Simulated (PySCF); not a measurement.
**Correlation energy of Al⁺ (aluminium, charge +1)**

[Ne] 3s2, closed-shell 1S. Computed with PySCF 2.14 in def2-SVP (4s3p1d, 18 functions), with the non-relativistic Hamiltonian (point nucleus). Frozen: [Ne]; 2 electrons correlated.

Total MP2 correlation energy: -25.45 mhartree.

Same-spin part 0.00 and opposite-spin part -25.45 mhartree; SCS-MP2 scales them by 1/3 and 6/5 to -30.54 mhartree.

With two correlated electrons CCSD is exact within the correlated space (frozen core and kept virtual orbitals).

```json
{"level": "CCSD", "correlation energy (mhartree)": "-38.17"}
```

Diagnostics: T1 = 0.0091, D1 = 0.0129, largest double amplitude 0.118.

Task: Is a single reference adequate?

Result: Mostly. T1 lies below 0.03, but a double amplitude of this size points to a near-degeneracy that CCSD handles and MP2 describes poorly.
